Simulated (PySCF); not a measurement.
Computed with PySCF with CAM-B3LYP-D3(BJ)/def2-TZVP // CAM-B3LYP-D3(BJ)/def2-SVP. Isolated molecules, 0 K electronic values unless said otherwise. One relaxed conformer stands for a flexible species; it need not be the lowest. 

Reference species (SMILES): `[Br][Sn]([Br])([Br])[Br]` (neutral, multiplicity 1).

- S1 oscillator strength: 0.000
- HOMO–LUMO gap: 7.55 eV

Changed species: `C[O][Sn]([Br])([O]C)[O]C` (3 of 4 Br replaced by OCH3; the reference has 0 of 4 Br replaced by OCH3).

Task: What does the change do to the S1 oscillator strength and HOMO–LUMO gap?

Result: the S1 oscillator strength goes up by 0.011, to 0.011; the HOMO–LUMO gap rises by 0.90 eV, to 8.45 eV.
